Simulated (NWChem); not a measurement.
Everything below was run with NWChem. System: Br, charge 0, spin multiplicity 2. Its SCF solution wasn't tested for a lower state. Level: UBP86/def2-TZVPD.

NWChem printed:

```
             Northwest Computational Chemistry Package (NWChem) 7.3.0
             --------------------------------------------------------

                                NWChem Input Module
                                -------------------

 Scaling coordinates for geometry "geometry" by  1.889725989
 (inverse scale =  0.529177249)

                             Geometry "geometry" -> ""
                             -------------------------

 Output coordinates in angstroms (scale by  1.889725989 to convert to a.u.)

  No.       Tag          Charge          X              Y              Z
 ---- ---------------- ---------- -------------- -------------- --------------
    1 Br                  35.0000     0.00000000     0.00000000     0.00000000

 Effective nuclear repulsion energy (a.u.)       0.0000000000

            Nuclear Dipole moment (a.u.)
            ----------------------------
        X                 Y               Z
 ---------------- ---------------- ----------------
     0.0000000000     0.0000000000     0.0000000000

      Symmetry information
      --------------------

 Group name             D2h
 Group number             26
 Group order               8
 No. of unique centers     1

      Symmetry unique atoms

     1


 Summary of "ao basis" -> "" (spherical)
 ------------------------------------------------------------------------------
       Tag                 Description            Shells   Functions and Types
 ---------------- ------------------------------  ------  ---------------------
 *                         def2-tzvpd                 on all atoms

  perdew86 is a nonlocal functional; adding perdew81 local functional.

                                 NWChem DFT Module
                                 -----------------

 Summary of "ao basis" -> "ao basis" (spherical)
 ------------------------------------------------------------------------------
       Tag                 Description            Shells   Functions and Types
 ---------------- ------------------------------  ------  ---------------------
 Br                        def2-tzvpd               19       57   7s6p5d1f

 Summary of "ao basis" -> "ao basis" (spherical)
 ------------------------------------------------------------------------------
       Tag                 Description            Shells   Functions and Types
 ---------------- ------------------------------  ------  ---------------------
 Br                        def2-tzvpd               19       57   7s6p5d1f
[...]
 Vector   15  Occ=1.000000D+00  E=-6.999209D-01  Symmetry=ag
              MO Center=  1.8D-32, -3.3D-32, -9.6D-18, r^2= 9.4D-01
   Bfn.  Coefficient  Atom+Function         Bfn.  Coefficient  Atom+Function
  ----- ------------  ---------------      ----- ------------  ---------------
     5      0.725357  1 Br s                  6      0.525486  1 Br s
     4     -0.417417  1 Br s                  3     -0.310855  1 Br s
     2      0.142279  1 Br s                  1     -0.044913  1 Br s

 Vector   16  Occ=1.000000D+00  E=-2.790138D-01  Symmetry=b3u
              MO Center= -2.7D-14,  7.9D-16, -8.0D-16, r^2= 1.5D+00
   Bfn.  Coefficient  Atom+Function         Bfn.  Coefficient  Atom+Function
  ----- ------------  ---------------      ----- ------------  ---------------
    17      0.523330  1 Br px                11     -0.367077  1 Br px
    14      0.340084  1 Br px                20      0.312382  1 Br px
     8      0.111859  1 Br px

 Vector   17  Occ=1.000000D+00  E=-2.790113D-01  Symmetry=b2u
              MO Center=  5.1D-18, -2.0D-18,  2.0D-17, r^2= 1.5D+00
   Bfn.  Coefficient  Atom+Function         Bfn.  Coefficient  Atom+Function
  ----- ------------  ---------------      ----- ------------  ---------------
    18      0.523342  1 Br py                12     -0.367080  1 Br py
    15      0.340088  1 Br py                21      0.312354  1 Br py
     9      0.111860  1 Br py

 Vector   18  Occ=0.000000D+00  E=-2.725731D-01  Symmetry=b1u
              MO Center= -5.4D-16,  1.9D-15, -1.6D-14, r^2= 1.5D+00
   Bfn.  Coefficient  Atom+Function         Bfn.  Coefficient  Atom+Function
  ----- ------------  ---------------      ----- ------------  ---------------
    19      0.519016  1 Br pz                13     -0.369835  1 Br pz
    16      0.347092  1 Br pz                22      0.310811  1 Br pz
    10      0.112636  1 Br pz

 Vector   19  Occ=0.000000D+00  E= 2.496407D-02  Symmetry=ag
              MO Center=  2.5D-14, -4.0D-15,  3.6D-14, r^2= 6.3D+00
   Bfn.  Coefficient  Atom+Function         Bfn.  Coefficient  Atom+Function
  ----- ------------  ---------------      ----- ------------  ---------------
     7      1.569311  1 Br s                  6     -0.999250  1 Br s
     5     -0.196573  1 Br s                  4      0.127762  1 Br s
     3      0.122102  1 Br s                  2     -0.044693  1 Br s
    48     -0.033050  1 Br d  0

 Vector   20  Occ=0.000000D+00  E= 3.687470D-02  Symmetry=b2u
              MO Center=  2.2D-14, -4.7D-16, -4.7D-14, r^2= 1.4D+01
   Bfn.  Coefficient  Atom+Function         Bfn.  Coefficient  Atom+Function
  ----- ------------  ---------------      ----- ------------  ---------------
    24      1.153026  1 Br py                21     -0.304011  1 Br py
    15     -0.127317  1 Br py                18     -0.106876  1 Br py
    12      0.105663  1 Br py                 9     -0.031569  1 Br py

   alpha - beta orbital overlaps
   -----------------------------

   alpha      1      2      3      4      5      6      7      8      9     10
    beta      1      2      3      5      4      6      7      8      9     10
 overlap   1.000  1.000  1.000  1.000  1.000  1.000  1.000  1.000  1.000  1.000

   alpha     11     12     13     14     15     16     17     18     19     20
    beta     11     12     14     13     15     18     16     17     19     22
 overlap   1.000  1.000  1.000  1.000  0.999  0.999  1.000  1.000  0.996  0.999

   alpha     21     22     23     24     25     26     27     28     29     30
    beta     20     21     27     25     26     23     24     30     29     28
 overlap   1.000  1.000  0.993  0.999  0.999  1.000  1.000  0.999  1.000  1.000

   alpha     31     32     33     34     35     36     37     38     39     40
    beta     35     34     33     32     31     36     41     48     39     40
 overlap   0.996  0.999  0.999  1.000  1.000  0.999  1.000  0.997  1.000  1.000

   alpha     41     42     43     44     45     46     47     48     49     50
    beta     46     47     43     42     38     37     45     44     51     49
 overlap   0.999  0.999  1.000  1.000  1.000  1.000  1.000  1.000  0.997  1.000

   alpha     51     52     53     54     55     56     57
    beta     50     54     52     53     56     55     57
 overlap   1.000  1.000  1.000  1.000  1.000  1.000  1.000

     --------------------------
     Expectation value of S2:
     --------------------------
      <S2> =      0.7520 (Exact =     0.7500)

 Task  times  cpu:        2.2s     wall:        2.2s

 Total times  cpu:        2.2s     wall:        2.2s
```

Q: Write an NWChem input that would produce this output.

A: Several could match; the one computed here: 
```
start mol
memory heap 200 mb stack 900 mb global 1100 mb
geometry units angstroms nocenter noautoz
  Br     0.000000     0.000000     0.000000
  symmetry group D2h
end
basis spherical
  * library def2-tzvpd
end
dft
  xc becke88 perdew86
  odft
  mult 2
  semidirect memsize 60000000 filesize 0
  iterations 100
end
task dft energy
```
